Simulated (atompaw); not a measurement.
# Scattering properties, PAW (atompaw) potential for germanium

Ge (Z = 32), PAW, made with atompaw 4.2.0.5 (PBE, scalar-relativistic). Core [Ar], reference 3d10 4s2 4p2. Waves: 4s (bound): rc 1.90 bohr; 4s channel at 0.05 Ry: rc 2.30 bohr; 4p (bound): rc 2.30 bohr; 4p channel at 2.35 Ry: rc 2.30 bohr; 3d (bound): rc 1.10 bohr; 3d channel at 0.05 Ry: rc 1.10 bohr. Local part: bessel scheme, radius 1.55 bohr. Core correction: smooth core density matched at 2.15 bohr. Augmentation charge: sinc compensation charge, radius 2.20 bohr; PAW radius 2.30 bohr; waves and projectors: custom rrkj gramschmidtortho.

The phase is arctan(r·u′/u) with u = r·R(r), unwrapped; energies in Ry, scanned from -4 to 5 Ry. A pole is an energy at which the radial function vanishes at the test radius. The pseudo phase is shifted by a multiple of π to meet the all-electron one at the reference energy, and phase errors are pseudo minus all-electron; the curves can meet again beyond the range given. Levels narrower than the energy grid can be missing from the lists of poles.

| channel | radius (bohr) | reference energy (Ry) | poles, all-electron | poles, pseudo | unbroken range about the reference energy with phases within 0.05 rad | phase error 1 Ry above the reference energy (rad) |
| --- | --- | --- | --- | --- | --- | --- |
| s | 2.31 | -0.86 | 0.69 | 0.69, 4.53 | below 2.8 | +0.000 |
| p | 2.31 | -0.29 | 1.99 | 1.99 | the whole range | -0.000 |
| d | 2.31 | -2.15 | -2.11, 4.27 | -2.11, 4.29 | the whole range | +0.000 |

Phases in the s channel:

| E (Ry) | all-electron | pseudo |
| --- | --- | --- |
| -4.00 | 1.300 | 1.299 |
| -3.52 | 1.269 | 1.268 |
| -3.04 | 1.224 | 1.223 |
| -2.56 | 1.154 | 1.153 |
| -2.08 | 1.023 | 1.022 |
| -1.60 | 0.708 | 0.707 |
| -1.12 | -0.214 | -0.214 |
| -0.64 | -1.083 | -1.083 |
| -0.16 | -1.378 | -1.378 |
| 0.32 | -1.509 | -1.509 |
| 0.80 | -1.586 | -1.586 |
| 1.28 | -1.643 | -1.644 |
| 1.76 | -1.692 | -1.696 |
| 2.24 | -1.742 | -1.754 |
| 2.72 | -1.798 | -1.839 |
| 3.20 | -1.873 | -2.033 |
| 3.68 | -1.986 | -3.345 |
| 4.16 | -2.192 | -4.549 |
| 4.64 | -2.643 | -4.741 |
